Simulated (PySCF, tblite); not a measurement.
Computed geometry: GFN2-xTB, gas phase. One conformer each, none proved a minimum here. Atom numbers follow the mapped SMILES.

Problem. Rank these C–C bonds from shortest to longest.
A. C2–C3 in `[CH3:1][CH2:2][c:3]1[cH:4][n:5][n:6]([CH3:7])[n:8]1` with C1–C2–C3–C4 -78°
B. C2–C3 in `[SiH3:1]/[CH:2]=[CH:3]\[SiH3:4]`
C. C6–C7 in `[CH3:1][c:2]1[n:3][c:4]([Cl:5])[cH:6][cH:7][p:8]1`
D. C3–C4 in `[O:1]=[C:2]1[CH2:3][C@@H:4]([F:5])[CH2:6][NH:7]1` with O1–C2–C3–C4 172°, C2–C3–C4–F5 -104°, C3–C4–C6–N7 -14°, C4–C6–N7–C2 10°

Solution. B (1.332 Å), C (1.378 Å), A (1.487 Å), D (1.525 Å).

- 1.332 Å: drawn double, both ends alkene CH carbon
- 1.378 Å: aromatic, both ends aromatic CH carbon, in a 6-membered ring
- 1.487 Å: drawn single, benzylic-type carbon to substituted aromatic carbon
- 1.525 Å: drawn single, sp3 carbon next to a carbonyl to sp3 C–F carbon, in a 5-membered ring

Problem. Order these C–C–C angles, narrowest first.
A. C4–C6–C7 in `[CH3:1][c:2]1[n:3][c:4]([Cl:5])[cH:6][cH:7][p:8]1`
B. C2–C3–C4 in `[CH3:1][CH2:2][c:3]1[cH:4][n:5][n:6]([CH3:7])[n:8]1` with C1–C2–C3–C4 -78°
C. C3–C4–C6 in `[O:1]=[C:2]1[CH2:3][C@@H:4]([F:5])[CH2:6][NH:7]1` with O1–C2–C3–C4 172°, C2–C3–C4–F5 -104°, C3–C4–C6–N7 -14°, C4–C6–N7–C2 10°

Solution. C (105.4°), A (120.6°), B (129.5°).
